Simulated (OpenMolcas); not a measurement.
Os6+ in a point-charge field

Os6+ among 6 point charges of -1.5 e arranged as an octahedron (Oh), 2.06 Å from the ion.
```
   2.0600    0.0000    0.0000  -1.50
   0.0000    2.0600    0.0000  -1.50
  -2.0600    0.0000    0.0000  -1.50
   0.0000   -2.0600    0.0000  -1.50
   0.0000    0.0000    2.0600  -1.50
   0.0000    0.0000   -2.0600  -1.50
```

```yaml
Program: OpenMolcas 26.06
Method: CASSCF
Basis: ANO-RCC-VTZP [8s7p5d3f2g1h]
Scalar_Hamiltonian: DKH2, point nucleus
Active_space: 2 electrons in 5 orbitals (5d)
State_averaging: 2S+1 = 3 even, 10 roots; 2S+1 = 1 even, 15 roots
Spin-orbit_coupling: RASSI with atomic mean-field integrals over the reference wave functions
```

The lowest spin-free states (labels of O, the rotations of Oh), above the lowest:

```json
{"State": "3T1", "Degeneracy": "3", "E (cm-1)": "0.0", "Free-ion L (%)": "F (99)"}
{"State": "3T2", "Degeneracy": "3", "E (cm-1)": "4643", "Free-ion L (%)": "F (100)"}
{"State": "3A2", "Degeneracy": "1", "E (cm-1)": "10162", "Free-ion L (%)": "F (100)"}
{"State": "1T2", "Degeneracy": "3", "E (cm-1)": "13652", "Free-ion L (%)": "D (86)"}
{"State": "1E", "Degeneracy": "2", "E (cm-1)": "14158", "Free-ion L (%)": "D (71)"}
{"State": "3T1", "Degeneracy": "3", "E (cm-1)": "17740", "Free-ion L (%)": "P (99)"}
{"State": "1T2", "Degeneracy": "3", "E (cm-1)": "21603", "Free-ion L (%)": "G (86)"}
{"State": "1A1", "Degeneracy": "1", "E (cm-1)": "23373", "Free-ion L (%)": "G (96)"}
{"State": "1T1", "Degeneracy": "3", "E (cm-1)": "23424", "Free-ion L (%)": "G (100)"}
{"State": "1E", "Degeneracy": "2", "E (cm-1)": "26227", "Free-ion L (%)": "G (71)"}
{"State": "1A1", "Degeneracy": "1", "E (cm-1)": "51962", "Free-ion L (%)": "S (96)"}
```

The lowest levels with spin-orbit coupling:

```tsv
E (cm-1)	Degeneracy	Label	2S+1
0.0	2	E	3
1158	3	T2	3 (89 %)
10511	3	T1	3
11944	3	T2	3
12930	1	A2	3
15717	1	A1	3
18968	3	T1	3
19757	2	E	3 (86 %)
21029	1	A1	3
21942	2	E	1 (53 %)
22526	3	T2	1 (51 %)
23238	3	T2	3 (74 %)
26121	3	T1	3
33894	3	T2	1 (57 %)
34194	2	E	1 (52 %)
35754	1	A1	1
35879	3	T1	1 (90 %)
37287	3	T2	1 (53 %)
40835	2	E	1 (73 %)
66247	1	A1	1
```

Powder χT (cm3 K/mol): 0 at 2 K, 0.00329 at 10 K, 0.0165 at 50 K, 0.0329 at 100 K, 0.0659 at 200 K, 0.0992 at 300 K. The effective moment at 300 K is 2.828 √(χT) = 0.89 μB.

The lowest level has 2S+1 = 3, for which the spin-only value is χT = S(S+1) / 2 = 1.000 cm3 K/mol (g = 2). The computed 0.099 at 300 K differs by -0.901, through orbital momentum, spin-orbit coupling and any other state in reach. With a threefold ground state the orbital momentum is unquenched, so the spin-only value is not expected to hold.

A least-squares ligand-field fit to the states below 45000 cm-1, each weighted by its degeneracy and with a free common offset, gives 10Dq = 5487 cm-1, B = 926 cm-1 and C = 3862 cm-1 (C/B = 4.17), with an rms deviation of 84 cm-1.

Spin-orbit coupling mixes the spin-free states strongly: the lowest level takes only 67 % from its leading state, 3T1. Without dynamic correlation the repulsion within the d shell is too large (B by tens of per cent), so at a given field states of lower spin stand too high. This field is weak: 10Dq is about 5487 cm-1, while octahedral complexes of 5d ions of charge 3 and more, computed by the same method with explicit ligands, had a median near 35000 cm-1. Ground spin and moment need not be those of a real site. Point charges carry no covalency, so the field is a model and not that of real ligands. No measured value stands beside these numbers.

The RASSCF and RASSI steps took 9.3 s on 1 thread of Intel(R) Xeon(R) 6975P-C (Granite Rapids) (shared host); the integral step is not counted.
